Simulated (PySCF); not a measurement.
SMILES CCC[SiH2]C(=O)O (C4H10O2Si), GFN2-xTB optimised geometry.

```
17

C     -1.27    -2.76     0.88
C      0.05    -2.54     0.15
C      0.68    -1.19     0.48
Si    -0.36     0.31    -0.03
C      0.80     1.84     0.00
O      2.01     1.84     0.00
O      0.10     2.98     0.00
H     -2.01    -2.03     0.57
H     -1.66    -3.76     0.68
H     -1.13    -2.66     1.96
H      0.74    -3.34     0.43
H     -0.12    -2.61    -0.92
H      1.65    -1.13    -0.01
H      0.88    -1.16     1.56
H     -1.46     0.64     0.88
H     -0.86     0.20    -1.40
H      0.69     3.76     0.00
```

Density from PBE0/def2-SVP (PySCF) at that geometry.

Minimum of the electron density along straight lines between bonded atoms, close to the bond critical point (lines longer than 1.1 times the sum of covalent radii, or with two minima, are not listed):

| bond | length / Å | ρ at the minimum / e bohr⁻³ | ∇²ρ there / e bohr⁻⁵ | position (fraction from the first atom) |
|---|---|---|---|---|
| C1–C2 | 1.522 | 0.245 | -0.56 | 0.50 |
| C2–C3 | 1.528 | 0.239 | -0.53 | 0.50 |
| C3–Si4 | 1.899 | 0.114 | 0.30 | 0.62 |
| Si4–C5 | 1.919 | 0.109 | 0.33 | 0.38 |
| C5–O6 | 1.206 | … | 0.33 | 0.33 |
| C5–O7 | 1.339 | 0.300 | … | 0.33 |
| C1–H8 | 1.087 | 0.276 | -1.00 | 0.62 |
| C1–H9 | 1.088 | 0.276 | -1.01 | 0.62 |
| C1–H10 | 1.088 | 0.276 | -1.01 | 0.62 |
| C2–H11 | 1.093 | 0.276 | -1.00 | 0.62 |
| C2–H12 | 1.092 | 0.277 | -1.00 | 0.62 |
| C3–H13 | 1.093 | 0.271 | -0.97 | 0.63 |
| C3–H14 | 1.093 | 0.270 | -0.95 | 0.62 |
| Si4–H15 | 1.466 | 0.117 | 0.32 | 0.49 |
| Si4–H16 | 1.468 | 0.116 | 0.31 | 0.49 |
| O7–H17 | 0.974 | 0.343 | … | 0.82 |

Fill in the missing entries.


- C5–O6, ρ at the minimum / e bohr⁻³: 0.416
- C5–O7, ∇²ρ there / e bohr⁻⁵: -0.24
- O7–H17, ∇²ρ there / e bohr⁻⁵: -2.23
